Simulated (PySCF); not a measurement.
PySCF input (PW6B95/def2-TZVPD):

```python
from pyscf import gto, scf, dft

mol = gto.M(
    atom='''
    Bi    0.02088028    0.00996680    0.73258481
    Br    0.86526298   -1.73996508   -0.87049242
    Br   -0.91477906    1.71632952   -0.86678013
    ''',
    basis='def2-tzvpd',
    ecp='def2-tzvp',
    charge=1,
    spin=0,
    verbose=4,
)

mf = dft.RKS(mol, xc='pw6b95').density_fit(auxbasis='def2-universal-jkfit')
mf.grids.level = 3
mf.conv_tol = 1e-9
mf.max_cycle = 100
mf.max_memory = 1500
mf.kernel()
if not mf.converged:
    mf = mf.newton()
    mf.kernel(mf.make_rdm1())
mf.analyze()
```

Output:

```
ECP def2-tzvp not found for  Br
PySCF version 2.14.0

[INPUT] verbose = 4
[INPUT] num. atoms = 3
[INPUT] num. electrons = 92
[INPUT] charge = 1
[INPUT] spin (= nelec alpha-beta = 2S) = 0
[INPUT] symmetry False subgroup None
[INPUT] Mole.unit = angstrom
[INPUT] Symbol           X                Y                Z      unit          X                Y                Z       unit  Magmom
[INPUT]  1 Bi     0.020880280000   0.009966800000   0.732584810000 AA    0.039458010604   0.018834522338   1.384384653917 Bohr   0.0
[INPUT]  2 Br     0.865262980000  -1.739965080000  -0.870492420000 AA    1.635110057925  -3.288057467507  -1.644992267310 Bohr   0.0
[INPUT]  3 Br    -0.914779060000   1.716329520000  -0.866780130000 AA   -1.728681887887   3.243392732306  -1.637977055915 Bohr   0.0

nuclear repulsion = 504.966608293142
number of shells = 56
number of NR pGTOs = 321
number of NR cGTOs = 170
basis = def2-tzvpd
ecp = def2-tzvp

******** <class 'pyscf.df.df_jk.DFRKS'> ********
method = DFRKS
initial guess = minao
damping factor = 0
level_shift factor = 0
DIIS = <class 'pyscf.scf.diis.CDIIS'>
diis_start_cycle = 1
diis_space = 8
diis_damp = 0
SCF conv_tol = 1e-09
SCF conv_tol_grad = None
SCF max_cycles = 100
direct_scf = False
XC library pyscf.dft.libxc version 7.1.2
    S. Lehtola, C. Steigemann, M. J. T. Oliveira, and M. A. L. Marques,  SoftwareX 7, 1–5 (2018)
XC functionals = pw6b95
    Y. Zhao and D. G. Truhlar,  J. Phys. Chem. A 109, 5656 (2005)
radial grids:
    Treutler-Ahlrichs [JCP 102, 346 (1995); DOI:10.1063/1.469408] (M4) radial grids

becke partition: Becke, JCP 88, 2547 (1988); DOI:10.1063/1.454033
pruning grids: <function nwchem_prune>
grids dens level: 3
symmetrized grids: False
atomic radii adjust function: <function treutler_atomic_radii_adjust>
small_rho_cutoff = 0
Set gradient conv threshold to 3.16228e-05
Initial guess from minao.
tot grids = 64296
******** <class 'pyscf.df.df.DF'> ********
auxbasis = def2-universal-jkfit
init E= -5328.93737254159
  HOMO = -0.610929835435255  LUMO = -0.591431171144733  gap/eV = 0.53059
cycle= 1 E= -5363.1570761186  delta_E= -34.2  |g|= 2.75  |ddm|= 12.8
  HOMO = -0.237326259660688  LUMO = -0.185551882778869  gap/eV = 1.40885
cycle= 2 E= -5361.15895243057  delta_E=    2  |g|= 4.16  |ddm|= 7.42
  HOMO = -0.501182254978285  LUMO = -0.318221485238529  gap/eV = 4.97862
cycle= 3 E= -5364.99788175806  delta_E= -3.84  |g|= 0.584  |ddm|= 4.25
[...]
cycle= 12 E= -5365.11127591119  delta_E= -5.39e-10  |g|= 1.71e-05  |ddm|= 6.59e-05
  HOMO = -0.502910492058906  LUMO = -0.358599066025645  gap/eV = 3.92691
Extra cycle  E= -5365.11127591099  delta_E= 1.94e-10  |g|= 3.06e-05  |ddm|= 5.6e-05
converged SCF energy = -5365.11127591099
**** SCF Summaries ****
Total Energy =                       -5365.111275910993754
Nuclear Repulsion Energy =             504.966608293142485
One-electron Energy =                -8527.634312317075455
Two-electron Energy =                 2657.556428112939102
Two-electron Coulomb Energy =         2859.560320870320083
DFT Exchange-Correlation Energy =     -202.003892757380896
HOMO-LUMO gap [eV] =                     3.926913920887737
**** MO energy ****
MO #1   energy= -483.968561892091  occ= 2
MO #2   energy= -483.968545938197  occ= 2
MO #3   energy= -62.9890079432088  occ= 2
MO #4   energy= -62.9889924662387  occ= 2
MO #5   energy= -56.7610290457484  occ= 2
MO #6   energy= -56.7610135693101  occ= 2
MO #7   energy= -56.7595737418567  occ= 2
MO #8   energy= -56.7595578635458  occ= 2
MO #9   energy= -56.7585320090612  occ= 2
MO #10  energy= -56.7585163721476  occ= 2
MO #11  energy= -9.01429027076572  occ= 2
MO #12  energy= -9.01428025533572  occ= 2
MO #13  energy= -6.82079129488329  occ= 2
MO #14  energy= -6.82077178444985  occ= 2
MO #15  energy= -6.81593611768633  occ= 2
MO #16  energy= -6.81593194762194  occ= 2
MO #17  energy= -6.81262900357248  occ= 2
MO #18  energy= -6.81262193104464  occ= 2
MO #19  energy= -6.32905795659521  occ= 2
MO #20  energy= -4.05502930011233  occ= 2
MO #21  energy= -4.04731275640733  occ= 2
MO #22  energy= -4.04643205542919  occ= 2
MO #23  energy= -2.90309817267846  occ= 2
MO #24  energy= -2.90304367020439  occ= 2
MO #25  energy= -2.90211187083071  occ= 2
MO #26  energy= -2.90209388174342  occ= 2
MO #27  energy= -2.89940440216466  occ= 2
MO #28  energy= -2.89939693446263  occ= 2
MO #29  energy= -2.89539544100298  occ= 2
MO #30  energy= -2.89538020923376  occ= 2
MO #31  energy= -2.8950731115895   occ= 2
MO #32  energy= -2.89505975523111  occ= 2
MO #33  energy= -1.38803519895014  occ= 2
MO #34  energy= -1.38458802271453  occ= 2
MO #35  energy= -1.38363294459708  occ= 2
MO #36  energy= -1.38122579216546  occ= 2
MO #37  energy= -1.3771200813087   occ= 2
MO #38  energy= -1.01669257144057  occ= 2
MO #39  energy= -0.984782800031664 occ= 2
MO #40  energy= -0.838179172782617 occ= 2
MO #41  energy= -0.584294050376059 occ= 2
MO #42  energy= -0.558704407567252 occ= 2
MO #43  energy= -0.539112981986429 occ= 2
MO #44  energy= -0.510852705049377 occ= 2
MO #45  energy= -0.508664256945884 occ= 2
MO #46  energy= -0.502910492058906 occ= 2
MO #47  energy= -0.358599066025645 occ= 0
MO #48  energy= -0.270938053051237 occ= 0
MO #49  energy= -0.25742976138802  occ= 0
MO #50  energy= -0.150118010884137 occ= 0
MO #51  energy= -0.0953442312839359 occ= 0
MO #52  energy= -0.0909714113897037 occ= 0
MO #53  energy= -0.0904841518448303 occ= 0
MO #54  energy= -0.089059686511698 occ= 0
MO #55  energy= -0.084953051830241 occ= 0
MO #56  energy= -0.0816003680111519 occ= 0
MO #57  energy= -0.0727210839299183 occ= 0
MO #58  energy= -0.0590263775658413 occ= 0
MO #59  energy= -0.0482404071292682 occ= 0
MO #60  energy= -0.0414023628557907 occ= 0
MO #61  energy= -0.028377215405605 occ= 0
MO #62  energy= -0.0244764302983405 occ= 0
MO #63  energy= -0.0144077132602533 occ= 0
MO #64  energy= -0.0138465150071189 occ= 0
MO #65  energy= 0.00680643205367759 occ= 0
MO #66  energy= 0.00812634189292366 occ= 0
MO #67  energy= 0.0277907345474779 occ= 0
MO #68  energy= 0.041259017539473  occ= 0
MO #69  energy= 0.0543965058740771 occ= 0
MO #70  energy= 0.057532083750818  occ= 0
MO #71  energy= 0.0599975389233138 occ= 0
MO #72  energy= 0.0605196958552872 occ= 0
MO #73  energy= 0.0665576494582591 occ= 0
MO #74  energy= 0.0830577663657782 occ= 0
MO #75  energy= 0.124538614328616  occ= 0
MO #76  energy= 0.131077866732307  occ= 0
MO #77  energy= 0.137433917322872  occ= 0
MO #78  energy= 0.157920385978242  occ= 0
MO #79  energy= 0.162489141027012  occ= 0
MO #80  energy= 0.18434583423932   occ= 0
MO #81  energy= 0.218555268124084  occ= 0
MO #82  energy= 0.223417338519384  occ= 0
MO #83  energy= 0.22405064749107   occ= 0
MO #84  energy= 0.23447818892689   occ= 0
MO #85  energy= 0.261337946673454  occ= 0
MO #86  energy= 0.265814428595261  occ= 0
MO #87  energy= 0.281236093989673  occ= 0
MO #88  energy= 0.288477849810866  occ= 0
MO #89  energy= 0.300359591392499  occ= 0
MO #90  energy= 0.305866732784231  occ= 0
MO #91  energy= 0.30614720980278   occ= 0
MO #92  energy= 0.314447423750694  occ= 0
MO #93  energy= 0.318551010728978  occ= 0
MO #94  energy= 0.33188968369881   occ= 0
MO #95  energy= 0.351277473203402  occ= 0
MO #96  energy= 0.376921632019509  occ= 0
MO #97  energy= 0.424250986035232  occ= 0
MO #98  energy= 0.452044463611678  occ= 0
MO #99  energy= 0.466165678551553  occ= 0
MO #100 energy= 0.504774998661424  occ= 0
MO #101 energy= 0.50703057227054   occ= 0
MO #102 energy= 0.50939298183033   occ= 0
MO #103 energy= 0.541853719940318  occ= 0
MO #104 energy= 0.587160655086732  occ= 0
MO #105 energy= 0.598432114935107  occ= 0
MO #106 energy= 0.684778115548356  occ= 0
MO #107 energy= 0.728308082869585  occ= 0
[...]
```
